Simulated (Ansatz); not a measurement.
`[SiH3][SeH]` + `COCS` → `COCS[SiH3]` + H₂Se  (ligand exchange at the Si–Se bond)

Computed with Ansatz on PBE0-D4/def2-TZVP structures; ΔE is electronic, products minus reactants. CBS: MP2 limit from def2 TZ/QZ plus the TZ coupled-cluster correction, frozen cores. This one scheme is used for every species. For Se outer-core shells are correlated without core-valence functions, which leaves a few kJ/mol of doubt a bond. Scalar relativity is left out up to krypton. One conformer a species, not always the lowest.

| level | ΔE (kJ/mol) |
| --- | --- |
| CCSD/def2-TZVPP | 3.5 |
| HF/CBS(def2) | 10.2 |

(1) What does CCSD(T)/CBS give? (Best estimate.)

Largest T1 diagnostic among the species: 0.012.

Answers

(1) Ansatz gave: +3.2 kJ/mol. The listed levels differ from it by 0.3, 7.0 kJ/mol.

The D4 term adds −7.0 kJ/mol with B3LYP and −4.1 kJ/mol with PBE0; it sums over pairs of atoms, weighted by their polarisabilities, and B3LYP, whose exchange is more repulsive, gets the larger term. In def2-TZVPP, CCSD(T) changes the Hartree–Fock value by −8.4 kJ/mol (the triples alone add −1.9 kJ/mol) and MP2 by −8.9 kJ/mol.

B3LYP here is the variant with VWN-RPA as its local correlation; programs differ in this.
